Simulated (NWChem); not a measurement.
Species: SiIF, singlet; SMILES F[Si]I

```xyz
3

Si    -0.6704     1.5734     0.0000
F      0.7702     2.3327     0.0000
I      0.0463    -0.8117     0.0000
```
Atoms are numbered in this order, from 1.

All runs: NWChem. Low-valent species are run as closed-shell singlets; no triplet was tried in these runs. All runs use the structure optimised with PBE0/def2-SVP. def2 effective core potentials on I; no spin-orbit coupling.

For level B3LYP/def2-SVP (core potentials):

- highest occupied level (eV): -7.25
- orbital gap (eV): 4.31
- dipole (D): 1.25

Question: What are these values for level B3LYP/STO-3G (all-electron, non-relativistic)?

Answer: 
| Item | Result |
|---|---|
| highest occupied level (eV) | -3.86 |
| orbital gap (eV) | 4.76 |
| dipole (D) | 2.99 |
